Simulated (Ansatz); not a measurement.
Mulliken charges of `[CH3][Ti]([F])([F])[F]` from r2SCAN/def2-TZVPP in Ansatz (PBE0-D4/def2-TZVP geometry).

| atom | x (Å) | y (Å) | z (Å) | charge (e) |
| --- | --- | --- | --- | --- |
| C1 | -0.915 | -0.058 | 0.512 | -0.405 |
| Ti2 | 0.860 | 0.039 | -0.482 | 1.200 |
| F3 | 1.876 | -1.192 | 0.234 | -0.356 |
| F4 | 0.485 | -0.280 | -2.161 | -0.356 |
| F5 | 1.466 | 1.659 | -0.217 | -0.356 |
| H6 | -1.345 | -1.055 | 0.379 | 0.091 |
| H7 | -0.741 | 0.133 | 1.574 | 0.091 |
| H8 | -1.594 | 0.697 | 0.105 | 0.091 |

Task: By hand: the dipole of these point charges (1 e Å = 4.8032 D).

Result: Σ q r = (-0.295, -0.017, 0.165) e Å, of length 0.338 e Å = 1.62 D.

Task: How does the dipole of the full density compare? (Best estimate.)

Result: Ansatz gave: (-0.259, -0.014, 0.145) e Å, 1.43 D; the point charges give 1.13 times that, at 0° from its direction.

Point charges leave out the atoms' own dipoles, such as those of lone pairs, and Mulliken's split depends on the basis, so the close match here is no proof of good charges.
